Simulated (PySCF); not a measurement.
## Identify the compound

Molecular formula: C8H9B. Simulated spectra:

$^{1}$H NMR (300 MHz, computed): δ 6.41 (d, 1H), 6.14 (m, 1H), 4.05 (d, 1H), 0.93 (s, 6H).

$^{13}$C{$^{1}$H} NMR (computed): δ 134.4 (CH), 133.8 (CH), 122.4 (C), 105.2 (C), 98.9 (CH), 72.8 (C), 14.2 (CH3, 2C).

[PySCF: shielding tensors at HF/pcSseg-1 (GIAO); PBE0-D3(BJ)/def2-SVP geometry; non-relativistic; one averaged value for each set of equivalent atoms; no solvent; one computed conformer]

Scale: $^{1}$H (31.69 ppm), $^{13}$C (190.85 ppm) vs TMS (reference shieldings calculated alike).

**Question.** Which candidate is it?
A. C#C/C=C/C#CB(C)C
B. C#C/C=C/CBC#CC
C. BCC1c2ccccc21

**Answer.** A. 

7 carbon signals for 8 carbons: some carbons are equivalent by symmetry or fast rotation. Carbon types of the structure: 3 × C, 3 × CH, 2 × CH3, which accounts for all hydrogens. δC 134.4, 133.8: alkene CH; an sp2 carbon of a C=C bond. δC 122.4, 105.2, 72.8: alkyne carbon. δC 98.9: terminal alkyne carbon; sp carbons lie upfield of alkene carbons because the cylindrical π system leaves one tensor component strongly shielded. δH 6.41, 6.14: hydrogen on an alkene CH; a vinylic proton, deshielded by the sp2 carbon and the C=C anisotropy. δH 4.05: hydrogen on a terminal alkyne carbon.

The others: C#C/C=C/CBC#CC would give 8 carbon signals, not 7; BCC1c2ccccc21 would give 5 carbon signals, not 7.

A carbon bonded to boron is broadened by the quadrupolar boron nucleus and is often missing from a measured spectrum. Shifts are as computed. Against solution values, carbons near 30 ppm lie about -0 ppm off and those near 130 ppm about +7 ppm. Of 1211 compounds with measured shifts, 218 miss one by over three times the rms of a fit or turn the order of signals round; such compounds aren't used in these exercises. No couplings were computed; multiplicities are counted from neighbouring protons, with m where these are inequivalent, close in shift, in a saturated or five-membered ring or joined by F or P, and br s for small geminal =CH2 splittings.
